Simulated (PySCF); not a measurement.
# Working out the ionisation energy of As²⁺

As²⁺ [Ar] 3d10 4s2 4p1 (2P) → As³⁺ [Ar] 3d10 4s2 (1S). Calculation: PySCF 2.14, in cc-pVTZ-DK; scalar relativity by spin-free X2C-1e. Frozen: [Ar] 3d10. Energies in hartree (1 hartree = 27.21139 eV):

```json
{"part": "UHF", "As²⁺ (lower)": "-2258.007762", "As³⁺ (upper)": "-2256.997617"}
{"part": "CCSD correlation", "As²⁺ (lower)": "-0.054020", "As³⁺ (upper)": "-0.041666"}
{"part": "(T)", "As²⁺ (lower)": "-0.000709", "As³⁺ (upper)": "0.000000"}
```

Question: What does Hartree-Fock give?

Answer: (-2256.997617) − (-2258.007762) = 1.010145 hartree = 27.487 eV.

Question: What do CCSD and CCSD(T) give?

Answer: The CCSD correlation energies differ by 0.012354 hartree = 0.336 eV and the triples by 0.000709 hartree = 0.019 eV, so CCSD gives 27.823 eV and CCSD(T) 27.842 eV.

Reference: 28.349 ± 0.012 eV (measured; NIST Atomic Spectra Database, ionization energies), between the lowest levels; spin-orbit coupling is absent from the calculation.

What remains against the reference includes basis incompleteness, the frozen core and higher excitations.
